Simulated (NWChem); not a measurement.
# CH3ClO3Si; SMILES C(=O)O[Si@@H](O)Cl

```xyz
9

O     -0.0493    -2.1099     1.0487
C      0.8431    -1.9116     0.2678
O      0.8996    -0.8945    -0.5846
Si    -0.2985     0.3242    -0.6557
O     -1.7550    -0.3061    -0.2723
Cl     0.3181     1.7839     0.6467
H      1.7309    -2.5686     0.1684
H     -0.2901     0.8428    -2.0310
H     -1.6904    -0.9628     0.4407
```
Atoms are numbered in this order, from 1.

Level: PBE0/def2-SVP (NWChem), optimised geometry, unscaled harmonic frequencies. 

**Question.** List the harmonic frequencies with IR intensities, and the thermochemistry.

**Answer.** 
```csv
frequency (cm⁻¹),IR intensity (km/mol)
46,1.2
166,2.9
194,4.2
247,8.2
298,23.4
335,39.2
523,55.6
575,155.2
712,87.2
749,54.6
823,93.2
848,127.2
949,398.4
976,15.6
1061,0.2
1273,466.4
1402,6.1
1846,315.7
2366,76.9
3086,51.9
3781,200.5
```

```json
{
 "zero_point_energy": "31.8 kcal/mol",
 "thermal correction to the enthalpy at 298.15 K (with zero-point energy)": "36.8 kcal/mol",
 "heat capacity Cv": "23.2 cal/(mol K)",
 "entropy at 298.15 K and 1 atm (symmetry number 1)": "84.7 cal/(mol K)",
 "dipole_moment": "1.71 D"
}
```

Rigid rotor and harmonic oscillator; modes under 100 cm⁻¹ make the entropy uncertain.
